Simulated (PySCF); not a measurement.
Gas-phase reaction: N + 6 SnH2F2 → 3 SnH3F + 3 SnF3 + NH3

Energies from PySCF, thermal terms from the rigid-rotor harmonic-oscillator model, ideal gas at 1 bar. † marks an energy on the PBE0/def2-TZVP geometry and frequencies; other levels use their own. MP2 and CCSD(T) freeze the core. Open shells (unrestricted): N (multiplicity 4), SnF3 (multiplicity 2); the rest are closed-shell singlets. Sn: scalar-relativistic def2 core potential, no spin-orbit coupling. SnH2F2, SnH3F, SnF3: computed as isolated molecules; such fragments, hydroxides, amides, oligomers or adducts are transient or little studied in the gas. MP2 isn't extrapolated to the basis-set limit; its ΔH°(298 K) is -161.0 kJ in def2-SVP and -196.5 kJ in def2-TZVPP. CCSD(T) isn't extrapolated to the basis-set limit; its ΔH°(298 K) is -131.9 kJ in def2-SVP and -167.2 kJ in def2-TZVPP. The harmonic model lacks anharmonicity and excited electronic states, which grow with temperature; levels with a mode under 35 cm⁻¹ are left out.

```json
[
 {"level": "BLYP/def2-TZVP†", "ΔE electronic, kJ": "-349", "ΔH°(298 K), kJ": "-317", "ΔS°(298 K), J/K": "28", "ΔG°(1600 K), kJ": "-333"},
 {"level": "CCSD(T)/def2-TZVPP†", "ΔE electronic, kJ": "-200", "ΔH°(298 K), kJ": "-167", "ΔS°(298 K), J/K": "28", "ΔG°(1600 K), kJ": "-184"},
 {"level": "HF/def2-TZVP†", "ΔE electronic, kJ": "-41", "ΔH°(298 K), kJ": "-8", "ΔS°(298 K), J/K": "28", "ΔG°(1600 K), kJ": "-24"},
 {"level": "MP2/def2-SVP†", "ΔE electronic, kJ": "-194", "ΔH°(298 K), kJ": "-161", "ΔS°(298 K), J/K": "28", "ΔG°(1600 K), kJ": "-178"},
 {"level": "MP2/def2-TZVPP†", "ΔE electronic, kJ": "-229", "ΔH°(298 K), kJ": "-197", "ΔS°(298 K), J/K": "28", "ΔG°(1600 K), kJ": "-213"},
 {"level": "PBE/def2-SVP", "ΔE electronic, kJ": "-347", "ΔH°(298 K), kJ": "-315", "ΔS°(298 K), J/K": "35", "ΔG°(1600 K), kJ": "-343"},
 {"level": "r2SCAN/def2-TZVP†", "ΔE electronic, kJ": "-285", "ΔH°(298 K), kJ": "-252", "ΔS°(298 K), J/K": "28", "ΔG°(1600 K), kJ": "-268"},
 {"level": "ωB97M-V/def2-TZVP†", "ΔE electronic, kJ": "-258", "ΔH°(298 K), kJ": "-225", "ΔS°(298 K), J/K": "28", "ΔG°(1600 K), kJ": "-242"}
]
```
ΔH° is lowest at BLYP/def2-TZVP† and highest at HF/def2-TZVP†. No reference value is set beside these.
